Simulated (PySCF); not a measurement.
Basis and Hamiltonian dependence of the ionisation energy of Si⁺

Si⁺ [Ne] 3s2 3p1 (2P) → Si²⁺ [Ne] 3s2 (1S). All values are computed (PySCF 2.14, energy differences of UHF-based or UKS calculations, no spin-orbit coupling). Values in eV.

| basis | Hamiltonian | functions | UHF | r2SCAN | PBE0 | MP2 (valence) | CCSD(T) (valence) | CCSD(T) (valence and next inner shell) |
| --- | --- | --- | --- | --- | --- | --- | --- | --- |
| 6-31G* | non-relativistic | 18 | 15.822 | 16.536 | 16.462 | 15.948 | 16.040 | n/a |
| cc-pVDZ-DK | spin-free X2C | 18 | 15.802 | n/a | 16.423 | 15.969 | 16.082 | n/a |
| jorge-DZP-DKH | spin-free X2C | 24 | 15.789 | n/a | n/a | 15.969 | 16.087 | n/a |
| aug-cc-pVDZ-DK | spin-free X2C | 27 | 15.808 | 16.500 | 16.426 | 15.979 | 16.099 | n/a |
| cc-pV(T+d)Z | non-relativistic | 39 | 15.823 | n/a | n/a | 16.086 | 16.233 | n/a |
| x2c-TZVPPall | spin-free X2C | 42 | 15.821 | 16.503 | 16.419 | 16.078 | 16.223 | 16.214 |
| aug-cc-pVTZ-DK | spin-free X2C | 50 | 15.813 | 16.500 | 16.407 | 16.081 | n/a | n/a |
| aug-cc-pV(T+d)Z | non-relativistic | 55 | 15.827 | 16.514 | 16.420 | 16.094 | 16.240 | n/a |
| x2c-QZVPPall | spin-free X2C | 70 | 15.835 | 16.526 | 16.425 | 16.128 | 16.263 | 16.258 |
| aug-cc-pV(T+d)Z with one added diffuse shell each of s, p, d, f type | non-relativistic | 71 | 15.829 | 16.516 | 16.421 | 16.095 | 16.242 | n/a |
| aug-cc-pCVTZ-DK | spin-free X2C | 75 | 15.817 | 16.506 | 16.413 | 16.084 | 16.230 | 16.234 |
| aug-cc-pV(Q+d)Z with one added diffuse shell each of s, p, d, f, g type | non-relativistic | 114 | 15.845 | 16.539 | 16.438 | 16.137 | n/a | n/a |
| aug-cc-pwCVQZ | non-relativistic | 134 | 15.847 | 16.536 | 16.437 | 16.143 | n/a | n/a |
| aug-cc-pV(5+d)Z | non-relativistic | 136 | 15.847 | 16.536 | 16.438 | 16.153 | n/a | n/a |

Frozen in the all-electron rows: valence: [Ne]; valence and next inner shell: 1s2.

Reference for a calculation without spin-orbit coupling: 16.322 eV (measured, between term centres; NIST).
